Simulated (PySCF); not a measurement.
[Cu(SH)3]-: Cu(II) (d9), charge -1. The structure is a model geometry with rigid ligands and bond lengths from ionic radii, not a minimum; coordination trigonal planar, point group C3h, metal–donor distances 2.29 Å.

The d shell alone is too small an active space for [Cu(SH)3]- (Cu(II) with such soft donors has much ligand-hole, Cu(I)-like character): its levels, fitted parameters, g values and moments show what this model gives and aren't sound predictions.

Method (PySCF 2.14, density fitting): CASSCF(9,5) with orbitals averaged over all microstates of the shell, strongly contracted NEVPT2 on the averaged canonical orbitals; basis x2c-TZVPall on the metal, x2c-SVPall elsewhere; spin-free X2C; IEF-PCM water; spin-orbit coupling by state interaction with the mean-field operator over all roots.

CASSCF energies above the lowest CASSCF root:

| state | CASSCF / cm⁻¹ |
| --- | --- |
| 2E' | 0 |
| 2E'' | 2033 |
| 2A' | 2395 |

**Question.** How does dynamic correlation (SC-NEVPT2) move these states?

**Answer.** 
```csv
state,NEVPT2 / cm⁻¹,shift / cm⁻¹
2E',0,0
2E'',3270,+1237
2A',4027,+1632
```

The geometry is a model, and the complex may not exist in this form. The ground state is orbitally degenerate in this regular structure, which would distort (Jahn–Teller). NEVPT2 lifts 2A' from 2395 to 4027 cm⁻¹; on the d shell alone such lifts tend to overshoot.
